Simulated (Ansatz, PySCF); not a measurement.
## Pb(CH3)2Cl2 in two programs

Pb(CH3)2Cl2 (singlet), relaxed with PySCF 2.14.0, RKS B3LYP, Pb def2-SVP with ECP60, C def2-SVP, H def2-SVP, Cl def2-SVP; non-relativistic Hamiltonian with scalar-relativistic core potentials where named; density fitting; no spin-orbit coupling:

```xyz
11

Pb    0.0000    0.0000    0.2663
C     1.5254    1.4472    1.0541
H     1.3171    2.3872    0.5279
H     1.4220    1.5525    2.1412
H     2.4965    1.0249    0.7672
C    -1.5254   -1.4472    1.0541
H    -1.3171   -2.3872    0.5279
H    -1.4220   -1.5525    2.1412
H    -2.4965   -1.0249    0.7672
Cl    1.3994   -1.4282   -1.2067
Cl   -1.3994    1.4282   -1.2067
```

There the HOMO–LUMO gap is 5.34 eV. 

The same geometry by Ansatz 0.2.0 (PBE, PAW, a periodic box with 9 Å of vacuum):

```
spin-orbit coupling  gap (eV)  largest force component (eV/Å)
            without      3.70                            0.13
```

Task: What does the run with spin-orbit coupling give?

Result: gap (eV): 3.71, largest force component (eV/Å): 0.14. It took 29 s on 2 threads of AMD EPYC 7B13 (Zen 3), with other jobs on the host, peak memory 3.1 GiB.

The spin-orbit runs use fully relativistic datasets of their own, so changes of a few hundredths of an eV needn't come from the coupling.

The two programs differ in functional, so their gaps don't test each other.
